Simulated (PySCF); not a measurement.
# Sn²⁺: excitation energy

Sn²⁺ [Kr] 4d10 5s2 (1S) → Sn²⁺ [Kr] 4d10 5s1 6s1 (3S), as a difference of total energies. Computed with PySCF 2.14 in aug-cc-pwCVTZ-PP with ECP28MDF (8s7p6d4f1g, 96 functions), with a scalar-relativistic core potential. Correlated levels: valence: 4s2 4p6 4d10 frozen. The calculations carry no spin-orbit coupling.

```csv
method,excitation energy (eV)
UHF,15.731
MP2 (valence),16.319
SCS-MP2 (valence),16.534
CCSD (valence),16.484
```

How much does correlation contribute at MP2 (valence)?

16.319 − (15.731) = 0.588 eV, measured against UHF.

The promoted electron is Rydberg-like, and one or two diffuse shells describe it only roughly, which tends to raise the upper state.

With two correlated electrons CCSD is exact in that space.
